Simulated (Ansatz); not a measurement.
System: NbO, charge 0, quartet. NbO (SMILES [O]=[Nb], quartet).
B3LYP-D3(BJ)/def2-TZVP minimum from Ansatz (a first-principles code):
```xyz
2

Nb     0.0000     0.0000    -0.2756
O      0.0000     0.0000     1.4124
```
Charge 0, spin multiplicity 4.

Total energies in hartree (Ansatz). Open shells are spin-unrestricted; no spin-orbit coupling. Correlated methods leave the cores frozen (noble-gas shells, and filled d and f shells in the p block). Past Kr the def2 sets carry scalar-relativistic core potentials. The UHF reference of NbO ([O]=[Nb], quartet) is spin-contaminated (<S^2> up to 0.10 over the pure value in the sets run).

```tsv
species	HF/def2-TZVPP	CCSD(T)/def2-TZVPP	HF/def2-QZVPP	CCSD(T)/def2-QZVPP	CCSDT(Q)/def2-QZVPP
1: NbO (SMILES [O]=[Nb], quartet)	-131.27132	-131.64193	-131.27644	-131.66921	-131.67080
2: Nb (sextet)	-56.32908	-56.38914	-56.33029	-56.39415	-56.39457
3: O (triplet)	-74.81563	-74.97674	-74.81863	-74.99407	-74.99447
```

Question: Work out the atomisation energy (electronic, to ground-state atoms) in kcal/mol: take Hartree-Fock from def2-QZVPP, extrapolate the CCSD(T) correlation energy as X^-3 (X = 3, 4), and add CCSDT(Q) - CCSD(T) in def2-QZVPP. 1 hartree = 627.51 kcal/mol.

Answer: 
Species 1: correlation (64·(-0.39277) - 27·(-0.37061))/37 = -0.40894; step -0.00159; E1 = -131.27644 + (-0.40894) + (-0.00159) = -131.68697
Species 2: correlation (64·(-0.06386) - 27·(-0.06006))/37 = -0.06663; step -0.00042; E2 = -56.33029 + (-0.06663) + (-0.00042) = -56.39734
Species 3: correlation (64·(-0.17544) - 27·(-0.16111))/37 = -0.18590; step -0.00040; E3 = -74.81863 + (-0.18590) + (-0.00040) = -75.00493
-1·E1 +1·E2 +1·E3 = 0.28470 hartree = 178.7 kcal/mol.
